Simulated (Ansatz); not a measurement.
One change: `F[As](F)F` becomes `FN(F)F`.

Ansatz, PBE0-D4/def2-TZVP geometries, multiplicity 1. 

Scalar relativity is left out up to krypton.

```tsv
property	`F[As](F)F`
HOMO–LUMO gap (PBE0/def2-TZVPP) / eV	8.93
HOMO energy (PBE0/def2-TZVPP) / eV	-9.88
LUMO energy (B3LYP/def2-TZVPP) / eV	-1.23
HOMO–LUMO gap (B3LYP/def2-TZVPP) / eV	8.46
LUMO energy (PBE0/def2-TZVPP) / eV	-0.94
HOMO–LUMO gap (ωB97M-V/def2-TZVPP) / eV	13.29
```

Problem. Give the same properties after the change, and the shifts. (Best estimate.)

Solution. Ansatz gave: 
```json
{"property": "HOMO–LUMO gap (PBE0/def2-TZVPP) / eV", "`FN(F)F`": "11.05", "shift": "2.12"}
{"property": "HOMO energy (PBE0/def2-TZVPP) / eV", "`FN(F)F`": "-10.21", "shift": "-0.33"}
{"property": "LUMO energy (B3LYP/def2-TZVPP) / eV", "`FN(F)F`": "0.36", "shift": "1.59"}
{"property": "HOMO–LUMO gap (B3LYP/def2-TZVPP) / eV", "`FN(F)F`": "10.34", "shift": "1.88"}
{"property": "LUMO energy (PBE0/def2-TZVPP) / eV", "`FN(F)F`": "0.85", "shift": "1.79"}
{"property": "HOMO–LUMO gap (ωB97M-V/def2-TZVPP) / eV", "`FN(F)F`": "16.08", "shift": "2.79"}
```

With PBE0 the HOMO falls by 0.33 eV and the LUMO rises by 1.79 eV, so the gap widens by about 2.12 eV. PBE moves the HOMO by 0.12 eV and ωB97M-V by -0.55 eV.

B3LYP here is the variant with VWN-RPA as its local correlation; programs differ in this.
